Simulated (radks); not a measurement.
Results of a calculation; reference values are marked as such.
Mo, configuration [Kr] 4d5 7d1 (not the ground configuration).

Level of theory: Dirac Kohn-Sham, PBE, spin-unpolarised, spherical densities, finite nucleus; open shells are shared between the two j in proportion to 2j + 1; Fermi nuclear charge, rms radius 4.4091 fm (a radial shooting solver on a logarithmic mesh with Libxc functionals).

Energy parts (eV):
part                       energy
total                 -110176.608
kinetic                114240.858
electron-nucleus      -265971.229
Hartree                 44916.349
exchange-correlation    -3362.586

Orbitals (lengths in bohr, moments of r in powers of bohr):
| orbital | occ. | eigenvalue (eV) | <1/r> |
|---|---|---|---|
| 1s1/2 | 2 | -19818.14 | 43.55 |
| 2s1/2 | 2 | -2803.184 | 9.913 |
| 2p1/2 | 2 | -2579.225 | 9.889 |
| 2p3/2 | 4 | -2472.662 | 9.416 |
| 3s1/2 | 2 | -481.7925 | 3.391 |
| 3p1/2 | 2 | -396.5620 | 3.289 |
| 3p3/2 | 4 | -379.0185 | 3.176 |
| 3d3/2 | 4 | -228.3669 | 2.986 |
| 3d5/2 | 6 | -225.0457 | 2.957 |
| 4s1/2 | 2 | -69.9544 | 1.233 |
| 4p1/2 | 2 | -45.8390 | 1.109 |
| 4p3/2 | 4 | -43.3650 | 1.076 |
| 4d3/2 | 2 | -9.4219 | 0.7203 |
| 4d5/2 | 3 | -9.2070 | 0.7114 |
| 7d3/2 | 0.4 | -0.4047 | 0.04383 |
| 7d5/2 | 0.6 | -0.4033 | 0.04443 |

The highest occupied level is 7d5/2 at -0.403 eV. Summed over all electrons, <r^2> = 1178 bohr^2, which gives a Langevin (diamagnetic) susceptibility term of -933 x 10^-6 cm^3/mol. The density falls to 0.001 e/bohr^3 at r = 4.03 bohr.
